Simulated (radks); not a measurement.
Values are calculated unless marked as measured or tabulated.
Problem. The table gives one normalised radial function P(r) = r R(r) (large component) of Bi+ in [Hg] 6p2 (r in bohr). Level of theory: Dirac Kohn-Sham, LDA (Slater exchange, Perdew-Wang correlation), spin-unpolarised, spherical densities, point nucleus; open shells are shared between the two j in proportion to 2j + 1; speed of light set to 13703.6 atomic units (100 times the physical value, a model run) (a radial shooting solver on a logarithmic mesh with Libxc functionals).

r,P
0.002782,0.0028
0.003239,0.0037
0.003801,0.0050
0.004425,0.0065
0.005151,0.0086
0.005997,0.0112
0.006981,0.0146
0.008127,0.0189
0.009461,0.0241
0.01101,0.0306
0.01293,0.0388
0.01505,0.0478
0.01752,0.0581
0.02039,0.0690
0.02374,0.0801
0.02764,0.0901
0.03217,0.0974
0.03746,0.1000
0.04396,0.0950
0.05117,0.0805
0.05957,0.0547
0.06935,0.0178
0.08074,-0.0277
0.09399,-0.0758
0.1094,-0.1169
0.1274,-0.1396
0.1495,-0.1314
0.174,-0.0871
0.2026,-0.0112
0.2358,0.0802
0.2746,0.1610
0.3196,0.2020
0.3721,0.1817
0.4332,0.0963
0.5084,-0.0435
0.5918,-0.1847
0.689,-0.2887
0.8021,-0.3184
0.9337,-0.2567
1.087,-0.1121
1.265,0.0859
1.473,0.2975
1.729,0.4920
2.013,0.6194
2.343,0.6751
2.728,0.6583
3.175,0.5809
3.697,0.4645
4.303,0.3348
5.01,0.2155
5.879,0.1183
6.844,0.0579
7.968,0.0242
9.276,0.0084

Which n and l does it have? It may be an empty orbital.

Solution. n = 6, l = 1: the number of nodes gives n - l - 1 = 4, the rise at small r points to l (for j = l - 1/2 the large component starts as r^gamma with gamma = sqrt(l^2 - (Z/c)^2) = 1.00 and the r^(l+1) term takes over further out; the orbital of l - 1 with the same j starts with the same power, but with a larger coefficient, and does not steepen), and the extent must fit the shell. The curve is that of 6p1/2; the two j differ most near the nucleus, where j = l - 1/2 has the larger amplitude, and in heavy atoms j = l - 1/2 is also the more compact. 6p1/2: eigenvalue -11.714 eV, 4 radial nodes at r = 0.0738, 0.207, 0.485, 1.19 bohr, <r> = 2.85 bohr, 90 % of the charge inside 4.19 bohr.
